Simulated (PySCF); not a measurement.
**Si⁺ (silicon, charge +1) across methods**

[Ne] 3s2 3d1, 2D determinant (an excited configuration). Calculation: PySCF 2.14, in aug-cc-pV(D+d)Z; the non-relativistic Hamiltonian (point nucleus).

```
method  E (hartree)  mean ε 3s α (eV)  mean ε 3s β (eV)  mean ε 3d α (eV)  Σ⟨r²⟩ (bohr²)   ⟨S²⟩
  BLYP    -288.7778           -20.863           -20.534            -5.246          26.68  0.751
  PBE0    -288.6297           -22.151           -21.756            -5.868          26.91  0.751
M06-2X    -288.7346           -23.237           -23.194            -6.095          27.11  0.750
   UHF   -288.23140           -24.802           -24.374            -6.664          28.27  0.751
   LDA    -287.5910           -21.187           -20.727            -5.187          26.71  0.750
r2SCAN    -288.7151           -21.064           -20.858            -5.421          26.80  0.751
 TPSSh    -288.7628           -21.484           -21.066            -5.594          26.73  0.751
   PBE    -288.6130           -20.990           -20.569            -5.411          26.62  0.751
```

(1) Estimate the same row for B3LYP.

The outer electron is Rydberg-like, and this basis confines it to a smaller radius and binds it less than a complete one would.

Answers

(1) E (hartree) = -288.7781; mean ε 3s α (eV) = -21.962; mean ε 3s β (eV) = -21.639; mean ε 3d α (eV) = -5.724; Σ⟨r²⟩ (bohr²) = 26.88; ⟨S²⟩ = 0.751.
